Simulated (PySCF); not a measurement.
One of the candidates below gave these computed data.

All candidates are C7H10O.

| technique | computed result |
| --- | --- |
| UV, strongest line | among the 8 lowest singlet transitions: S2 at 6.95 eV (179 nm, f = 0.290) [TDDFT CAM-B3LYP/def2-SVPD] |
| Polarisability | 84.0 au [CAM-B3LYP/def2-SVPD] |
| Rotational structure | rotational constants A, B, C: 2.455, 2.173, 1.554 GHz [GFN2-xTB] |
| Triplet | lowest triplet excitation (Tamm–Dancoff): 4.40 eV [TDA CAM-B3LYP/def2-SVPD] |
| Dipole | 1.87 D [CAM-B3LYP/def2-SVPD] |
| UV, first state | lowest singlet excitation: 6.58 eV (188 nm, f = 0.033) [TDDFT CAM-B3LYP/def2-SVPD] |

Electronic properties: PySCF, gas phase, density fitting. Levels stand in brackets. Isolated species at its GFN2-xTB geometry (one conformer only).

Question: Which candidate is it?
A. `C=C[C@@H]1[C@H]2CO[C@@H]1C2`
B. `COC1=CCC(C)=C1`
C. `C=CC1(C=C)CCO1`

Answer: C. It is `C=CC1(C=C)CCO1`. Numbering: `[CH2:1]=[CH:2][C:3]1([CH:4]=[CH2:5])[CH2:6][CH2:7][O:8]1`. Its formula, C7H10O, gives 3 degrees of unsaturation: 1 ring and 2 π bonds in the structure found. By its constants the optimised geometry is an asymmetric top.

The others, at the same levels:
- `COC1=CCC(C)=C1` fails: its computed lowest singlet excitation is 5.04 eV (246 nm, f = 0.079) (against 6.58 eV), lowest triplet excitation (Tamm–Dancoff) is 3.21 eV (against 4.40 eV) and strongest line among the 8 lowest singlet transitions is S8 at 7.39 eV (168 nm, f = 0.178) (against S2 at 6.95 eV).
- `C=C[C@@H]1[C@H]2CO[C@@H]1C2` fails: its computed lowest singlet excitation is 6.75 eV (184 nm, f = 0.333) (against 6.58 eV), static isotropic polarisability is 81.4 au (against 84.0 au) and rotational constant A is 4.735 GHz (against 2.455 GHz).

Each candidate is one conformer, not necessarily the lowest. The conformers computed, where there is a choice (atom-mapped SMILES and torsion angles):
- `[CH2:1]=[CH:2][C:3]1([CH:4]=[CH2:5])[CH2:6][CH2:7][O:8]1`: C1–C2–C3–C4 -119°, C2–C3–C4–C5 116°
- `[CH3:1][O:2][C:3]1=[CH:4][CH2:5][C:6]([CH3:7])=[CH:8]1`: C1–O2–C3–C4 0°

The conformers of `C=C[C@@H]1[C@H]2CO[C@@H]1C2` aren't listed.
